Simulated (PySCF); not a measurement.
C₇H₇S (charge -1).
SMILES: `Cc1cccc([S-])c1`

Structure optimised with GFN2-xTB, isolated species.

Masses are those of the commonest isotopes; rigid-rotor values at the optimised geometry. 

(1) What are A, B and C (MHz)?

(2) Classify the top.

(3) Is it planar, by Δ = Ic − Ia − Ib?

(4) Give the other two planar moments, Paa and Pbb, and the rms extents of the mass along the axes.

(5) Give the coordinates in the principal-axis frame, origin at the centre of mass.

(6) List the rotational levels J(Ka,Kc) to J = 5 (MHz).

Answers

(1) Ia = 148.71, Ib = 406.95, Ic = 552.52 u·Å²; 505379 MHz·u·Å²/I gives A = 3398, B = 1242, C = 914.7 MHz.

(2) An asymmetric top. Ray's parameter κ = (2B − A − C)/(A − C) = -0.737; −1 is the prolate and +1 the oblate limit.

(3) Not planar: Δ = Ic − Ia − Ib = -3.14 u·Å². For a rigid frame Δ = −2 Σ m c², so Σ m c² = 1.57 u·Å² lies off the ab plane, practically all of it from hydrogen. The atom farthest from that plane is 1.04 Å away.

(4) Paa = Σ m a² = (Ib + Ic − Ia)/2 = 405.38 and Pbb = Σ m b² = (Ia + Ic − Ib)/2 = 147.14 u·Å². With the mass M = 123.03 u, the rms extents √(P/M) along a, b and c are 1.82, 1.09, 0.11 Å.

(5) The sense of each axis is arbitrary; atoms in the order of the calculation.
```csv
atom,mass (u),a (Å),b (Å),c (Å)
C1,12.000,2.660,1.450,0.008
C2,12.000,1.536,0.447,-0.010
C3,12.000,1.818,-0.918,-0.003
C4,12.000,0.771,-1.831,0.003
C5,12.000,-0.536,-1.406,0.002
C6,12.000,-0.852,-0.034,-0.002
S7,31.972,-2.467,0.509,0.002
C8,12.000,0.225,0.872,-0.009
H9,1.008,3.557,1.040,-0.456
H10,1.008,2.908,1.726,1.036
H11,1.008,2.377,2.360,-0.522
H12,1.008,2.847,-1.261,-0.003
H13,1.008,0.993,-2.894,0.010
H14,1.008,-1.348,-2.122,0.004
H15,1.008,0.000,1.931,-0.011
```

(6) Above 0(0,0):
J = 1: 1(0,1) 2157, 1(1,1) 4313, 1(1,0) 4640
J = 2: 2(0,2) 6435, 2(1,2) 8299, 2(1,1) 9281, 2(2,1) 15750, 2(2,0) 15785
J = 3: 3(0,3) 12769, 3(1,3) 14257, 3(1,2) 16218, 3(2,2) 22220, 3(2,1) 22390, 3(3,1) 33841, 3(3,0) 33843
J = 4: 4(0,4) 21072, 4(1,4) 22167, 4(1,3) 25423, 4(2,3) 30819, 4(2,2) 31313, 4(3,2) 42530, 4(3,1) 42546, 4(4,1) 58714, 4(4,0) 58714
J = 5: 5(0,5) 31257, 5(1,5) 32002, 5(1,4) 36848, 5(2,4) 41525, 5(2,3) 42616, 5(3,3) 53409, 5(3,2) 53472, 5(4,2) 69574, 5(4,1) 69575, 5(5,1) 90384, 5(5,0) 90384
Those of J = 1 are B + C, A + C and A + B.

Whether it is a minimum is left open (no frequencies). Zero-point vibration and centrifugal distortion are left out.

The numbers are calculated, not measured.
